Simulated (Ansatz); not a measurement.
Geometry optimisation, RKS B3LYP-D4/def2-SVP (Ansatz 0.2.0).

The input (input.yaml):

```yaml
crystal:
  periodic: [false, false, false]
  atoms:
    - { symbol: B, position_ang: [-0.77665, 0.91352, -1.34133] }
    - { symbol: Ga, position_ang: [-0.28848, 0.27369, 0.58598] }
    - { symbol: "N", position_ang: [0.9142, -1.07854, 0.80628] }
    - { symbol: H, position_ang: [-1.08114, 0.12455, -2.15236] }
    - { symbol: H, position_ang: [-0.69023, 2.02985, -1.68307] }
    - { symbol: H, position_ang: [-0.72024, 0.76373, 2.0312] }
    - { symbol: H, position_ang: [1.28635, -1.41424, 1.68763] }
    - { symbol: H, position_ang: [1.35618, -1.61257, 0.06566] }
basis:
  gaussian: { orbitals: def2-SVP }
hamiltonian:
  xc: b3lyp
  dispersion: d4
relax:
  f_tol: 0.02
  max_steps: 50
```

Launched with:

```bash
$ ansatz run input.yaml --threads 2 --pin off --max-ram 3072MiB --backend cpu --events-out ev --progress --plain --runs-dir out
```

Question: Where does it end, and by what steps?

Answer: The forces met the threshold. The force dipped under the threshold on the way, but the program's further checks kept it going. After 13 steps the energy has fallen by 0.090 eV; H4 moved furthest, 0.62 Å.

| step | energy less start (eV) | largest force component (eV/Å) | accepted |
| --- | --- | --- | --- |
| 0 | 0.0000 | 0.888 | yes |
| 1 | -0.0452 | 0.394 | yes |
| 2 | -0.0631 | 0.186 | yes |
| 3 | -0.0662 | 0.114 | yes |
| 4 | -0.0771 | 0.178 | yes |
| 5 | -0.0758 | 0.278 | no |
| 6 | -0.0832 | 0.047 | yes |
| 7 | -0.0843 | 0.084 | yes |
| 8 | -0.0832 | 0.139 | no |
| 9 | -0.0879 | 0.076 | yes |
| 10 | -0.0895 | 0.014 | yes |
| 11 | -0.0896 | 0.076 | yes |
| 12 | -0.0890 | 0.115 | no |
| 13 | -0.0900 | 0.007 | yes |

```xyz
8
Properties=species:S:1:pos:R:3
B -0.776 0.886 -1.331
Ga -0.286 0.191 0.572
N 1.027 -1.053 0.825
H -1.631 0.362 -2.006
H -0.250 1.862 -1.814
H -0.958 0.638 1.926
H 1.289 -1.411 1.737
H 1.586 -1.476 0.091
```

Whether the end is a true minimum wasn't checked by a vibrational analysis.

Run time: 27 s on 2 threads of Arm Neoverse V1, with other jobs on the host, peak memory 0.17 GiB.
